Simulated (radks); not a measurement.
Results of a calculation; reference values are marked as such.
Mg4+, 8 electrons, occupied as [He] 2s2 2p4 (the NIST ground configuration). Code: a radial shooting solver on a logarithmic mesh with Libxc functionals. Model: scalar-relativistic Kohn-Sham, PBE, spin-unpolarised, spherical densities, finite nucleus; Fermi nuclear charge, rms radius 3.057 fm.

Local quantities along the radius. ELF = 1/(1 + alpha^2) is the electron localisation function; alpha = (tau - tau_W)/tau_unif compares the Pauli kinetic energy density with that of the uniform gas; s = |grad rho|/(2 (3 pi^2)^(1/3) rho^(4/3)) is the reduced gradient. tau is taken from the large components.

| r (bohr) | ELF | alpha | s |
|---|---|---|---|
| 0.005097 | 1.000 | 0.006023 | 0.4132 |
| 0.00561 | 1.000 | 0.006107 | 0.4127 |
| 0.006225 | 1.000 | 0.006213 | 0.4126 |
| 0.006853 | 1.000 | 0.006327 | 0.4128 |
| 0.007604 | 1.000 | 0.006469 | 0.4135 |
| 0.00837 | 1.000 | 0.006621 | 0.4146 |
| 0.009287 | 1.000 | 0.006811 | 0.4162 |
| 0.01022 | 1.000 | 0.007013 | 0.4180 |
| 0.01134 | 1.000 | 0.007266 | 0.4206 |
| 0.01249 | 1.000 | 0.007536 | 0.4234 |
| 0.01385 | 1.000 | 0.007875 | 0.4269 |
| 0.01525 | 1.000 | 0.008239 | 0.4308 |
| 0.01692 | 1.000 | 0.008700 | 0.4357 |
| 0.01863 | 1.000 | 0.009200 | 0.4408 |
| 0.02067 | 1.000 | 0.009839 | 0.4472 |
| 0.02275 | 1.000 | 0.01054 | 0.4539 |
| 0.02525 | 1.000 | 0.01145 | 0.4622 |
| 0.02779 | 1.000 | 0.01246 | 0.4709 |
| 0.03083 | 1.000 | 0.01379 | 0.4816 |
| 0.03394 | 1.000 | 0.01530 | 0.4928 |
| 0.03736 | 1.000 | 0.01717 | 0.5054 |
| 0.04146 | 1.000 | 0.01971 | 0.5210 |
| 0.04563 | 0.999 | 0.02269 | 0.5374 |
| 0.05063 | 0.999 | 0.02688 | 0.5576 |
| 0.05574 | 0.999 | 0.03195 | 0.5788 |
| 0.06185 | 0.998 | 0.03931 | 0.6051 |
| 0.06808 | 0.998 | 0.04856 | 0.6328 |
| 0.07554 | 0.996 | 0.06252 | 0.6671 |
| 0.08315 | 0.994 | 0.08081 | 0.7030 |
| 0.09226 | 0.988 | 0.1096 | 0.7471 |
| 0.1016 | 0.978 | 0.1491 | 0.7925 |
| 0.1127 | 0.956 | 0.2139 | 0.8462 |
| 0.124 | 0.915 | 0.3057 | 0.8983 |
| 0.1376 | 0.826 | 0.4595 | 0.9530 |
| 0.1515 | 0.687 | 0.6755 | 0.9946 |
| 0.1681 | 0.492 | 1.017 | 1.016 |
| 0.1851 | 0.328 | 1.431 | 0.9975 |
| 0.2053 | 0.214 | 1.917 | 0.9182 |
| 0.226 | 0.166 | 2.244 | 0.7892 |
| 0.2508 | 0.161 | 2.283 | 0.6165 |
| 0.2761 | 0.198 | 2.014 | 0.4702 |
| 0.3039 | 0.281 | 1.601 | 0.3701 |
| 0.3372 | 0.420 | 1.174 | 0.3235 |
| 0.3712 | 0.565 | 0.8781 | 0.3268 |
| 0.4118 | 0.693 | 0.6649 | 0.3637 |
| 0.4533 | 0.773 | 0.5419 | 0.4170 |
| 0.503 | 0.824 | 0.4618 | 0.4891 |
| 0.5537 | 0.850 | 0.4205 | 0.5675 |
| 0.6144 | 0.862 | 0.4007 | 0.6670 |
| 0.6763 | 0.861 | 0.4013 | 0.7767 |
| 0.7504 | 0.849 | 0.4216 | 0.9219 |
| 0.826 | 0.825 | 0.4609 | 1.090 |
| 0.9166 | 0.779 | 0.5327 | 1.323 |
| 1.009 | 0.711 | 0.6378 | 1.605 |
| 1.119 | 0.600 | 0.8170 | 2.016 |
| 1.232 | 0.461 | 1.081 | 2.538 |
| 1.367 | 0.293 | 1.552 | 3.339 |
| 1.505 | 0.159 | 2.299 | 4.420 |
| 1.67 | 0.066 | 3.771 | 6.189 |
| 1.838 | 0.024 | 6.381 | 8.729 |
| 2.04 | 0.007 | 12.24 | 13.18 |
| 2.245 | 0.002 | 24.20 | 20.04 |

On this mesh the ELF has minima near r = 0.25 bohr, which separate the shells, and maxima near 0.61 (0.86).

Self-consistent cycle (total energy in hartree, residual of the potential): 1: -191.243111, 5e+00; 2: -191.888644, 3e+00; 3: -192.323441, 1e-01; 4: -192.325108, 1e-01; 5: -192.325726, 6e-03; 6: -192.325730, 2e-04; 7: -192.325730, 2e-05; 8: -192.325730, 5e-07; 9: -192.325730, 3e-07; 10: -192.325730, 1e-07; 11: -192.325730, 7e-08; 12: -192.325730, 7e-09; 13: -192.325730, 1e-09.
